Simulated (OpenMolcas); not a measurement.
Ag5+ (d6) among equal point charges was computed by CASSCF with the d shell active (OpenMolcas, ANO-RCC-VDZP on the metal). Its lowest spin-free states, and all those of the highest spin:

```json
{"2S+1": "5", "Degeneracy": "2", "E (cm-1)": "0.0"}
{"2S+1": "5", "Degeneracy": "3", "E (cm-1)": "3533"}
{"2S+1": "3", "Degeneracy": "3", "E (cm-1)": "21636"}
{"2S+1": "3", "Degeneracy": "2", "E (cm-1)": "23232"}
{"2S+1": "3", "Degeneracy": "3", "E (cm-1)": "24806"}
{"2S+1": "3", "Degeneracy": "3", "E (cm-1)": "24925"}
{"2S+1": "3", "Degeneracy": "1", "E (cm-1)": "26859"}
{"2S+1": "3", "Degeneracy": "3", "E (cm-1)": "27221"}
{"2S+1": "3", "Degeneracy": "1", "E (cm-1)": "28420"}
{"2S+1": "3", "Degeneracy": "3", "E (cm-1)": "28439"}
{"2S+1": "3", "Degeneracy": "2", "E (cm-1)": "30006"}
{"2S+1": "3", "Degeneracy": "3", "E (cm-1)": "30239"}
```

Problem. Is the site octahedral, tetrahedral or cube-like, axial, or of lower symmetry?

Solution. The states with 2S+1 = 5 have orbital degeneracies 2, 3. Threefold states need a cubic site. For d6 at this spin an octahedron puts the threefold T2 below the twofold E and a tetrahedron or cube puts the twofold E below the threefold T2, so the site is a tetrahedron or a cube, which this pattern cannot tell apart. The first gap at this spin, 3530 cm-1, is |10Dq| in ligand-field theory. The run had Ag5+ among 8 point charges of -1.2 e arranged as a cube (Oh), 1.88 Å from the ion.

An orbital doublet at a regular site is open to a Jahn-Teller distortion, which this geometry leaves out. Without dynamic correlation the repulsion within the d shell is too large (B by tens of per cent), so at a given field states of lower spin stand too high. Point charges give a weaker field than real ligands, and real ions of this kind are as a rule low spin; the high spin found here belongs to the model. The ground term spreads over less than 5000 cm-1, several times less than with real ligands, so orbital moments are less quenched and χT lies further from the spin-only value than at real sites. Point charges carry no covalency, so the field is a model and not that of real ligands. No measured value stands beside these numbers.
